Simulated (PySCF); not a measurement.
C4H13NSi. Atoms are numbered in the order given.

```xyz
19

C     -1.7075    -1.2893     0.6321
C     -0.9900     0.0157     0.2670
C     -1.7229     0.7673    -0.8535
N      0.4339    -0.2027    -0.0245
C      0.7563    -1.0266    -1.1769
Si     1.6301     0.8707     0.6395
H     -2.7293    -1.0809     0.9862
H     -1.1620    -1.8182     1.4281
H     -1.7937    -1.9650    -0.2337
H     -1.0188     0.6575     1.1650
H     -1.7744     0.1647    -1.7747
H     -2.7568     1.0036    -0.5559
H     -1.2096     1.7116    -1.0935
H      1.8412    -1.2117    -1.2125
H      0.4708    -0.5708    -2.1459
H      0.2656    -2.0133    -1.1197
H      1.8130     2.1714    -0.0909
H      2.9477     0.1706     0.6173
H      1.2318     1.2070     2.0372
```

Coordinates come from a B3LYP-D3(BJ)/def2-SVP optimisation. The values are those of a single conformer.

The numbers are results of TDA-PBE0/def2-SVPD run with PySCF, not measurements.

Vertical excitations. Isolated molecule, no solvent.

Task: List the lowest excited states. (Estimate from the structure and the level; the computed values follow.)

Result: 
```
state  energy (eV)  λ (nm)      f                          main pairs
-----  -----------  ------  -----  ----------------------------------
S1            5.47     227  0.003                      HOMO→LUMO 94 %
S2            6.06     205  0.017                    HOMO→LUMO+1 88 %
S3            6.27     198  0.004  HOMO→LUMO+2 72 %, HOMO→LUMO+3 18 %
S4            6.56     189  0.005  HOMO→LUMO+3 71 %, HOMO→LUMO+2 20 %
S5            6.73     184  0.019                    HOMO→LUMO+4 93 %
S6            6.86     181  0.019                    HOMO→LUMO+5 94 %
T1            5.28     235      0    HOMO→LUMO 78 %, HOMO→LUMO+1 18 %
T2            5.80     214      0    HOMO→LUMO+1 77 %, HOMO→LUMO 19 %
```
Triplets are in the Tamm–Dancoff approximation.
